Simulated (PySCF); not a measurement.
Converging SnH in the basis (PBE0)

PySCF, UKS reference; doublet, unpaired electrons π ↑; De to Sn + H without counterpoise correction.

| basis | relativity | functions | Re (Å) | ωe (cm⁻¹) | De (eV) | μ (D) |
| --- | --- | --- | --- | --- | --- | --- |
| def2-SVP | scalar-relativistic core potentials | 31 | 1.788 | 1709 | 2.56 | -0.43 |
| def2-SVPD | scalar-relativistic core potentials | 40 | 1.786 | 1705 | 2.57 | -0.55 |
| aug-cc-pVDZ-PP/aug-cc-pVDZ | scalar-relativistic core potentials | 41 | 1.787 | 1696 | 2.56 | -0.55 |
| cc-pVTZ-PP/cc-pVTZ | scalar-relativistic core potentials | 53 | 1.782 | 1712 | 2.59 | -0.51 |
| x2c-TZVPPall | spin-free X2C | 74 | 1.779 | 1715 | 2.62 | -0.53 |

(1) How does each smaller set differ from the one with most functions, x2c-TZVPPall?

A positive dipole means Sn(−)H(+). These are scalar-relativistic numbers at best; spin–orbit coupling would shift them, the dissociation energy most. The state is the lowest determinant that a PBE0 search found; another state may lie lower at other levels.

Results:

(1) def2-SVP: +0.9 pm, -0.3 % in ωe, -0.06 eV in De; def2-SVPD: +0.7 pm, -0.6 % in ωe, -0.05 eV in De; aug-cc-pVDZ-PP/aug-cc-pVDZ: +0.8 pm, -1.1 % in ωe, -0.06 eV in De; cc-pVTZ-PP/cc-pVTZ: +0.3 pm, -0.2 % in ωe, -0.03 eV in De. All at PBE0; the set with most functions is neither the basis-set limit nor always the best. The rows treat relativity differently, so the differences are not basis effects alone.
